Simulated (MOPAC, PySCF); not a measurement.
System: BF4 (anion, charge -1), singlet: flattening of a tetrahedron along the D2d path, bond length relaxed. Scanned: the two opposite F-B-F angles (109.47 = tetrahedral, 180 = square planar). Other coordinates (B-F bond length) were minimised at B3LYP/def2-TZVP. Each profile is relative to its own lowest point.

| a / ° | A | B | C |
|---|---|---|---|
| 90 | 32.3 | 17.7 | 27.8 |
| 95 | 16.7 | 9.0 | 14.4 |
| 100 | 6.7 | 3.6 | 5.8 |
| 105 | 1.4 | 0.7 | 1.2 |
| 109.47 | 0.0 | 0.0 | 0.0 |
| 115 | 1.9 | 1.0 | 1.6 |
| 120 | 6.5 | 3.6 | 5.6 |
| 130 | 21.8 | 12.5 | 18.9 |
| 140 | 42.4 | 25.2 | 36.7 |
| 150 | 64.4 | 39.8 | 55.7 |
| 160 | 84.3 | 54.0 | 72.7 |
| 170 | 98.2 | 64.6 | 84.5 |
| 180 | 103.2 | 68.6 | 88.8 |

Energies in kcal/mol.

**Question.** Assign the columns to these levels of theory: PM7, restricted, heats of formation (MOPAC 23.2.5); PySCF with RHF/def2-TZVP; restricted LDA (SVWN5)/6-31G*, spherical d (PySCF 2.14.0).

**Answer.** A is RHF; B is PM7; C is RKS-LDA (SVWN5)/6-31G*.
